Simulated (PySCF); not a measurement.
## Cr⁺ (chromium, charge +1) across methods

[Ar] 3d4 4p1, one real determinant (an excited configuration). Calculation: PySCF 2.14, in aug-cc-pVTZ-DK; scalar relativity by spin-free X2C-1e.

```json
{"method": "TPSS", "E (hartree)": "-1050.337", "mean ε 3p β (eV)": "-55.870", "mean ε 3d α (eV)": "-16.157", "mean ε 4p α (eV)": "-8.396", "Σ⟨r²⟩ (bohr²)": "31.03", "⟨S²⟩": "8.750"}
{"method": "UHF", "E (hartree)": "-1049.25411", "mean ε 3p β (eV)": "-65.395", "mean ε 3d α (eV)": "-24.515", "mean ε 4p α (eV)": "-10.167", "Σ⟨r²⟩ (bohr²)": "32.18", "⟨S²⟩": "8.752"}
{"method": "BP86", "E (hartree)": "-1050.455", "mean ε 3p β (eV)": "-55.806", "mean ε 3d α (eV)": "-16.270", "mean ε 4p α (eV)": "-8.550", "Σ⟨r²⟩ (bohr²)": "30.88", "⟨S²⟩": "8.750"}
{"method": "PBE0", "E (hartree)": "-1050.106", "mean ε 3p β (eV)": "-58.399", "mean ε 3d α (eV)": "-18.406", "mean ε 4p α (eV)": "-8.977", "Σ⟨r²⟩ (bohr²)": "31.14", "⟨S²⟩": "8.751"}
{"method": "M06-L", "E (hartree)": "-1050.241", "mean ε 3p β (eV)": "-56.225", "mean ε 3d α (eV)": "-16.109", "mean ε 4p α (eV)": "-8.290", "Σ⟨r²⟩ (bohr²)": "30.82", "⟨S²⟩": "8.751"}
{"method": "M06-2X", "E (hartree)": "-1050.302", "mean ε 3p β (eV)": "-61.281", "mean ε 3d α (eV)": "-20.492", "mean ε 4p α (eV)": "-9.502", "Σ⟨r²⟩ (bohr²)": "31.10", "⟨S²⟩": "8.751"}
{"method": "r2SCAN", "E (hartree)": "-1050.279", "mean ε 3p β (eV)": "-56.330", "mean ε 3d α (eV)": "-16.572", "mean ε 4p α (eV)": "-8.491", "Σ⟨r²⟩ (bohr²)": "30.91", "⟨S²⟩": "8.751"}
{"method": "PBE", "E (hartree)": "-1050.075", "mean ε 3p β (eV)": "-55.616", "mean ε 3d α (eV)": "-16.205", "mean ε 4p α (eV)": "-8.450", "Σ⟨r²⟩ (bohr²)": "31.04", "⟨S²⟩": "8.750"}
{"method": "LDA", "E (hartree)": "-1047.974", "mean ε 3p β (eV)": "-55.728", "mean ε 3d α (eV)": "-16.366", "mean ε 4p α (eV)": "-8.497", "Σ⟨r²⟩ (bohr²)": "30.81", "⟨S²⟩": "8.750"}
```

⟨L²⟩ = 8.01 against 12 for a pure F term, so this real determinant mixes terms.
